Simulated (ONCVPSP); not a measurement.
## PBEsol ONCV dataset for Sn (Z = 50), scalar-relativistic all-electron reference.

- Element: tin (Sn)
- Generator: ONCVPSP 4.0.1
- Type: optimised norm-conserving Vanderbilt (ONCV)
- Functional: PBEsol
- Relativity: scalar-relativistic
- Frozen core: [Ar] 3d10
- Valence charge: 22
- Reference configuration: 4s2 4p6 4d10 5s2 5p1 (charge +1)
- Partial waves: 4s+5s: rc 1.55 bohr, ncon 3, nbas 7, qcut 10.2 1/bohr, 2 projectors; 4p+5p: rc 1.75 bohr, ncon 4, nbas 7, qcut 9.6 1/bohr, 2 projectors; 4d: rc 1.05 bohr, ncon 4, nbas 8, qcut 7.8 1/bohr, local
- Local potential: the d channel
- Core correction: Teter function, fcfact 4.5, rcfact 1.3

Poles of the logarithmic derivatives, all-electron (AE) and pseudo (PS). s: poles at -5.0 (AE) and -5.0 (PS) Ha. p: poles at -3.5, 4.0 (AE) and -3.5, 4.0 (PS) Ha. d: poles at 3.1 (AE) and 3.2 (PS) Ha. Test radii: s 1.57, p 1.78, d 1.06 bohr.

- Cutoffs needed: 160 Ha and 210 Ha (the cutoffs (Ha) at which the residual kinetic energy of the hardest occupied pseudo-wave falls to 1 and 0.1 mHa per electron)
- Ghost test: no bound ghost flagged; no localised positive-energy state flagged
- Largest excitation error: -12 meV (all-electron minus pseudo) for 4s2 4p6 4d10 5s1 5p0, out of 4 test configurations
- rms error of d²Exc/dni dnj: 2.74 mHa without and 0.63 mHa with the model core
